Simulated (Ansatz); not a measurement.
The same path of CH$_{4}$Sb (6 atoms, charge -1, multiplicity 1) was run twice with different band settings. The coordinate that changes most is the height of C1 over the plane of its neighbours.

Computed with RKS B3LYP/def2-TZVP (Ansatz 0.2.0).

Relaxed end points:

```xyz
6
Properties=species:S:1:pos:R:3
C 0.077 -1.133 0.290
Sb 0.761 0.812 -0.068
H -1.010 -1.241 0.209
H 0.567 -1.791 -0.439
H -0.303 1.723 -1.205
H -0.091 1.630 1.213
```

```xyz
6
Properties=species:S:1:pos:R:3
C -0.011 -1.075 -0.468
Sb 0.769 0.806 0.014
H -1.052 -1.214 -0.158
H 0.622 -1.826 0.023
H -0.337 1.793 -0.900
H 0.009 1.516 1.488
```

Common settings: movable images 5; climbing image yes; optimiser quadratic models (default); start path IDPP; force threshold 0.03 eV/Å; iteration limit 60; end points relaxed.

| run | spring |
| --- | --- |
| 1 | 5.0 eV/Å² |
| 2 | 20.0 eV/Å² |

**Question.** What does each run give, and how far can it be trusted?

**Answer.** Run 1: converged after 6 iterations, highest image 0.099 eV above the first end. A vibrational analysis at the climbing image gives one clearly imaginary mode, 443i cm⁻¹: a first-order saddle point.
Run 2: converged after 6 iterations, highest image 0.099 eV above the first end. Another band between the same ends (5 images) ends at a top of the same energy, where a vibrational analysis finds 1 clearly imaginary mode.
Limits of this set-up: an anion without diffuse functions, the dipole of an ion depends on the origin.
